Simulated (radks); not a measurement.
Fractional charge and spin in the 3p shell of calcium: the spin-up occupation runs from 2 to 3 and the spin-down occupation from 2 to 3; the fullest corner is Ca, [Ne] 3s2 4s2 3p(up 3, down 3). Method: non-relativistic Kohn-Sham, PBE, spin-polarised, spherical densities, point nucleus; computed with a radial shooting solver on a logarithmic mesh with Libxc functionals. Energy (eV) above the fullest corner. The planes named below are the two flat planes that join the four corners, with an edge along up + down = one added electron.

down \ up,2,2.25,2.5,2.75,3
2,84.019,70.215,57.354,45.418,34.386
2.25,70.215,57.442,45.589,34.635,24.559
2.5,57.354,45.589,34.718,24.720,15.570
2.75,45.418,34.635,24.720,15.649,7.394
3,34.386,24.559,15.570,7.394,0.000

Corners above the fullest one (they belong to Ca+ and the next ion): (up 3, down 2) 34.386 eV, (up 2, down 3) 34.386 eV, (up 2, down 2) 84.019 eV. With half an added electron in each spin the energy lies 0.333 eV from the planes, and with half an added electron in spin up alone -1.848 eV. The planes are only a guide here: the flat-plane condition holds for ground states with one frontier orbital, while this shell lies below other occupied shells, so the corners above the fullest one are inner-hole states and not the ground states of those ions.
